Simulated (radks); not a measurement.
Task: The mean radii <r> (bohr) of the occupied orbitals of an atom or ion are listed with their occupations. Method: Dirac Kohn-Sham, PBE, spin-unpolarised, spherical densities, point nucleus; computed with a radial shooting solver on a logarithmic mesh with Libxc functionals.

| orbital | occ. | <r> |
|---|---|---|
| 1s1/2 | 2 | 0.02066 |
| 2s1/2 | 2 | 0.08383 |
| 2p1/2 | 0.333333 | 0.06921 |
| 2p3/2 | 0.666667 | 0.07573 |

Name the element and its charge. Open shells, if any, are shared by 2j + 1.

Result: Z = 67, holmium, charge +62: Ho62+ in [He] 2s2 2p1. The 1s radius gives Z: for a bare nucleus <r> = (2 gamma + 1)/(2Z) with gamma = sqrt(1 - (Z/c)^2), 0.02048 bohr for Z = 67, and screening makes it slightly larger (0.02066 here). The occupations add up to 5, and the charge is Z minus that.
